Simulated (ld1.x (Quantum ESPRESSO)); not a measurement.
ytterbium (Yb), PAW: configuration errors across variants

* Element: ytterbium (Yb)
* Generator: ld1.x (Quantum ESPRESSO) 7.5
* Type: PAW
* Functional: LDA (PZ)
* Relativity: scalar-relativistic
* Frozen core: [Kr] 4d10 4f14
* Valence charge: 10
* Reference configuration: 5s2 5p6 5d0 6s2 6p0
* Partial waves: 5s (bound): rcut 1.65, rcutus 1.80 bohr; 6s (bound): rcut 1.65, rcutus 1.80 bohr; 5p (bound): rcut 2.05, rcutus 2.30 bohr; 6p (bound, empty): rcut 2.05, rcutus 2.30 bohr; 5d (bound, empty): rcut 2.55, rcutus 2.80 bohr; 5d channel at 0.45 Ry: rcut 2.55, rcutus 2.80 bohr
* Local potential: all-electron potential smoothed inside 2.55 bohr (lloc = -1)
* Core correction: Bessel-smoothed model core inside 1.05 bohr
* Augmentation charge: PSQ, inside the norm-conserving radii

All-electron excitation energies from the reference (eV): (1) 5s2 5p6 5d0 6s1 6p0 6.760; (2) 5s2 5p6 5d0 6s0 6p0 19.221; (3) 5s2 5p6 5d0 6s1.5 6p0 2.695; (4) 5s2 5p6 5d0 6s0 6p2 6.321; (5) 5s1 5p6 5d0 6s2 6p0 61.319; (6) 5s2 5p6 5d1 6s0 6p0 9.704; (7) 5s2 5p6 5d0 6s1 6p1 3.037.

The overlap operator is not positive definite (basis up to 400 Ry) in “local potential all-electron potential smoothed inside 1.90 bohr (lloc = -1)”, “local potential all-electron potential smoothed inside 2.36 bohr (lloc = -1)”. Such files are unfit for use, however small their errors in these radial tests.

Tests that are not counted but printed errors over 1 eV. “local potential all-electron potential smoothed inside 1.90 bohr (lloc = -1)”: 5s1 5p6 5d0 6s2 6p0 (solver errors, printed error -560 eV).

4 further variants failed, have other tests or another functional or relativity, and are left out.

Errors AE − PS in meV (a dash: test not solved or not reliable):

```tsv
change	(1)	(2)	(3)	(4)	(5)	(6)	(7)	bound ghosts
base	-25	-156	-5.2	-26	-963	-11	-7.2	none
local potential all-electron potential smoothed inside 1.90 bohr (lloc = -1)	-25	-154	-5.2	-28	–	-11	-7.6	not determined (overlap not positive)
local potential all-electron potential smoothed inside 2.36 bohr (lloc = -1)	–	–	–	–	–	–	–	not determined (overlap not positive)
```

(1) Give the same row for: waves 5d (bound): rcut 2.55, rcutus 3.36 bohr; 5d channel at 0.45 Ry: rcut 2.55, rcutus 3.36 bohr.

Results:

(1) -25, -156, -5.2, -26, -963, -10, -7.2; bound ghosts: none.
